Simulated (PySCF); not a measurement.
(ClGe)4CH26 adamantane, C6H12Cl4Ge4.
Geometry (PBE0-D3(BJ)/def2-SVP, Å), atoms numbered from 1 in this order:
```xyz
26
C6H12Cl4Ge4 angstrom
Ge    -1.033   -1.657    0.084
Cl    -2.172   -3.504    0.209
C      0.295   -1.642    1.512
Ge     1.325    0.011    1.421
Cl     2.818    0.021    2.995
C      2.221    0.132   -0.309
Ge     0.889    0.122   -1.732
Cl     1.892    0.279   -3.654
C     -0.135   -1.539   -1.646
C     -0.313    1.644   -1.512
Ge    -1.206    1.523    0.217
Cl    -2.530    3.228    0.471
C     -2.236   -0.134    0.299
C      0.127    1.534    1.642
H      0.965   -2.510    1.412
H     -0.209   -1.713    2.487
H      2.815    1.058   -0.357
H      2.908   -0.719   -0.432
H     -0.879   -1.565   -2.458
H      0.539   -2.399   -1.776
H      0.260    2.582   -1.575
H     -1.060    1.649   -2.320
H     -2.758   -0.205    1.265
H     -2.993   -0.141   -0.500
H      0.702    2.472    1.607
H     -0.373    1.478    2.621
```

Theory: TDDFT B3LYP/def2-SVPD, vertical, gas phase, core orbitals frozen in the response (PySCF). The B3LYP/def2-SVPD calculation is non-relativistic and has no spin–orbit coupling, an omission that weighs most on germanium.

Frontier orbitals with the atoms that hold most of them (Löwdin shares over 4%, at most four atoms; ? is withheld):

```tsv
orbital	ε (eV)	atoms
LUMO+2	0.00	Cl8 12%, Cl12 10%, Cl5 10%, Cl2 9%
LUMO+1	-0.60	Ge1 8%, Ge7 8%, Ge11 8%, Ge4 8%
LUMO	-1.90	?
HOMO	-8.14	Cl5 20%, Cl12 19%, C14 14%, Cl2 9%
HOMO-1	-8.14	Cl5 19%, Cl8 16%, C6 12%, Cl2 11%
HOMO-2	-8.15	Cl2 19%, Cl8 18%, Cl12 14%, C9 12%
HOMO-3	-8.62	Cl12 16%, Cl2 15%, Cl8 14%, Cl5 11%
```

Q: Give the leading atoms of the LUMO.

A: Cl2 (bonded to Ge) 10%; Cl8 (bonded to Ge) 10%; Cl12 (bonded to Ge) 10%; Cl5 (bonded to Ge) 10%.

Within 0.005 eV of a neighbour in this list lie HOMO-1/HOMO.

Q: The HOMO–LUMO gap is 6.24 eV. Where does the response calculation put the lowest singlet, and from which orbitals?

A: S1 is at 5.42 eV (f = 0.0000), 0.82 eV below the gap, made of HOMO-2/HOMO-1/HOMO→LUMO (98%). S1/S2/S3 lie within about 0.01 eV of each other. 

Next come S2 at 5.42 eV (f 0.0000), HOMO-2/HOMO-1/HOMO→LUMO (98%); S3 at 5.43 eV (f 0.0000), HOMO-2/HOMO-1/HOMO→LUMO (98%); S4 at 6.00 eV (f 0.105), HOMO-3→LUMO (96%); S5 at 6.01 eV (f 0.108), HOMO-4→LUMO (96%).

Orbitals of the list HOMO-3 to LUMO+2 that lie within 0.01 eV of each other are written together with a slash and their weights summed (≥ marks a lower bound); for degenerate orbitals outside that list single weights are arbitrary.

Löwdin shares depend on the basis, the more so with diffuse functions.

One conformer stands for the species.
